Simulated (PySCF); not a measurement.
# Static response to an electric field

Compound: Ge(CN)Cl3, CCl3GeN.
Cartesian coordinates in Å at the PBE0-D3(BJ)/def2-SVP level; atoms count from 1:
```
atom  x, y, z in Å
Ge1    0.0094   -0.0103   -0.5008
C2     0.0008   -0.0253    1.4076
N3    -0.0014   -0.0422    2.5661
Cl4    2.0234   -0.0062   -1.1611
Cl5   -0.9872    1.7364   -1.1756
Cl6   -0.9818   -1.7483   -1.2055
```

Level: B3LYP/def2-SVPD (PySCF), static field, nuclei fixed, core orbitals frozen in the response. The polarisability tensor in these axes (au):

```
x   82.04 -0.04  0.08
y   -0.04 82.23 -0.08
z    0.08 -0.08 87.81
```

**Question.** Diagonalise the tensor; give its mean and Δα, where Δα² is half the sum of the squared differences of the eigenvalues.

**Answer.** Principal values 82.03, 82.24 and 87.82 au; mean 84.03 au = 12.45 Å³ = 13.85 × 10⁻⁴⁰ C²·m²/J; Δα = 5.68 au (7 % of the mean).

**Question.** What is the dipole moment, and where does it point?

**Answer.** (-0.01, 0.03, -2.09) D, 2.09 D in size, pointing from the negative to the positive side. Measured along this direction, the outermost atoms are N3 at the negative end and Cl5, Cl6 and Cl4 at the positive end.

**Question.** How large is μ²/3kT at 350 K beside α?

**Answer.** In Gaussian units μ²/3kT = 30.10 Å³ against 12.45 Å³, a ratio of 2.42; the Debye molar polarisation (4π/3)N_A(α + μ²/3kT) is 107.3 cm³/mol, leaving out the vibrational part.

**Question.** Find the Langevin capture rate constant for NO+ (29.998 u) meeting this molecule (204.831 u), k = 2.342 × 10⁻⁹ cm³/s × √(α in Å³ / reduced mass in u).

**Answer.** The reduced mass is 26.17 u, so k = 1.62 × 10⁻⁹ cm³/s. The formula leaves out the permanent dipole, which adds to the capture rate.

**Question.** Sum over states: ᾱ = Σ f/ω², ω in Eh. What share falls to these 15 lowest TDDFT singlets (eV, f)? 5.93, 0.0000; 6.19, 0.0160; 6.19, 0.0159; 6.46, 0.0341; 6.61, 0.0248; 6.62, 0.0262; 6.77, 0.0000; 6.91, 0.0001; 6.91, 0.0002; 6.93, 0.0034; 6.93, 0.0037; 7.09, 0.0100; 7.10, 0.0092; 7.20, 0.0323; 7.26, 0.0029.

**Answer.** They add up to 2.98 au, 3.5 % of the 84.03 au; the largest single term is 0.60 au, from the state at 6.46 eV. Terms in order: 0.00, 0.31, 0.31, 0.60, 0.42, 0.44, 0.00, 0.00, 0.00, 0.05, 0.06, 0.15, 0.13, 0.46, 0.04 au. Higher excitations give the rest. The strengths listed sum to 0.179.

**Question.** What molar refraction does this α imply?

**Answer.** Lorentz–Lorenz: R = (4π/3)N_A α = 2.5225 cm³/(mol·Å³) × 12.45 Å³ = 31.4 cm³/mol, in the limit of long wavelengths.

Isolated species at its PBE0-D3(BJ)/def2-SVP geometry, gas phase. The calculation is non-relativistic, for germanium too.

These values come from a run that also computed excited states. Time: 65 s wall (with the writing of density and orbital grids); peak memory 0.68 GiB. Hardware: an AMD EPYC with one thread, shared host with 64 logical CPUs at a one-minute load of 57.
